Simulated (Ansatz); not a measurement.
`N[Si](F)(F)[SiH3]` + `C1[SiH2][AsH]1` → `[SiH3][As]1C[SiH2]1` + `N[SiH](F)F` at 700 K and 1 bar (cleavage of the Si–Si bond).

Isolated molecules relaxed with PBE0-D4/def2-TZVP in Ansatz; ΔE leaves out vibrations. CBS: MP2 limit from def2 TZ/QZ plus the TZ coupled-cluster correction, frozen cores. This one scheme is used for every species. For As outer-core shells are correlated without core-valence functions, which leaves a few kJ/mol of doubt a bond. Scalar relativity is left out up to krypton. One conformer a species, not always the lowest.

```
              species  CCSD(T)/CBS energy (Eh)  H − E (kJ/mol)  S (J/(mol·K))
  `N[Si](F)(F)[SiH3]`               -835.62453           236.3          496.3
     `C1[SiH2][AsH]1`              -2565.12158           193.1          386.9
`[SiH3][As]1C[SiH2]1`              -2855.41741           265.8          483.1
         `N[SiH](F)F`               -545.34917           165.4          392.7
```

H − E and S are ideal-gas, rigid-rotor, harmonic terms from PBE0-D4/def2-TZVP, for one conformer and one mirror image of each species. 1 Eh = 2625.50 kJ/mol, R = 8.31446 J/(mol·K).

By hand: ΔE, ΔH, ΔS and ΔG.

ΔE = (-2855.41741) + (-545.34917) − (-835.62453) − (-2565.12158) = -0.02047 Eh = -53.7 kJ/mol. Δ(H − E) = 265.8 + 165.4 − 236.3 − 193.1 = 1.8, so ΔH = -51.9 kJ/mol. ΔS = 483.1 + 392.7 − 496.3 − 386.9 = -7.4 J/(mol·K). ΔG = -51.9 − 700 × (-7.4)/1000 = -46.7 kJ/mol.

By hand: the equilibrium constant, and the temperature at which ΔG would vanish if ΔH and ΔS stayed fixed.

log₁₀ K = −ΔG/(RT ln 10) = 3.5. ΔG = 0 at ΔH/ΔS = 7014 K, far beyond where these terms or the molecules hold.

The number of gas molecules stays the same, so ΔS is small and ΔH decides. A doubt of 5 kJ/mol in ΔE shifts log₁₀ K by 0.4 here. Other conformers and mirror images would add mixing entropy, several J/(mol·K) or more a flexible species. These are equilibria of isolated gas molecules and say nothing of rates. Largest T1 diagnostic: 0.012 (customary marks: 0.02 for closed shells, 0.045 for open ones).
